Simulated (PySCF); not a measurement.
Worked example: dipole moment from atomic charges

Sn(H)(F)2(OMe) (CH4F2OSn), SMILES C[O][SnH]([F])[F]. Atoms are numbered in the order given.

```xyz
9

Sn     0.3956     0.2789     0.0000
F      0.7896    -0.8653    -1.5113
F      0.7896    -0.8653     1.5113
O     -1.5393     0.6151     0.0000
C     -2.4667    -0.4601     0.0000
H      1.3318     1.6942     0.0000
H     -2.3663    -1.0990     0.8961
H     -3.4795    -0.0259     0.0000
H     -2.3663    -1.0990    -0.8961
```

The structure is a stationary point at B3LYP-D3(BJ)/def2-SVP. The structure was generated by enumeration; whether it is a known compound was not checked. The def2 effective core potentials stand for the cores of Sn; spin–orbit coupling is left out. Other conformers were not sampled.

Charges (e) from PySCF with PBE/def2-TZVP:

```csv
atom,Mulliken,ESP fit
Sn1,1.166,0.914
F2,-0.438,-0.339
F3,-0.438,-0.339
O4,-0.459,-0.372
C5,-0.217,-0.166
H6,-0.001,-0.028
H7,0.129,0.107
H8,0.130,0.115
H9,0.129,0.107
```

The dipole moment of the full density is 2.05 D.

Question: What dipole moment does each set of point charges give, and which comes closer to that of the density?

Answer: 
μ = Σ q r, and 1 e Å = 4.8032 D.
Mulliken: Σ q r = (-0.053, 0.612, 0.000) e Å, |μ| = 2.95 D.
ESP fit: Σ q r = (-0.135, 0.404, 0.000) e Å, |μ| = 2.04 D.
ESP fit comes closer in size. Point charges leave out the atoms' own dipoles (lone pairs, polarised bonds); fits to the potential absorb them, partitions of the density don't.
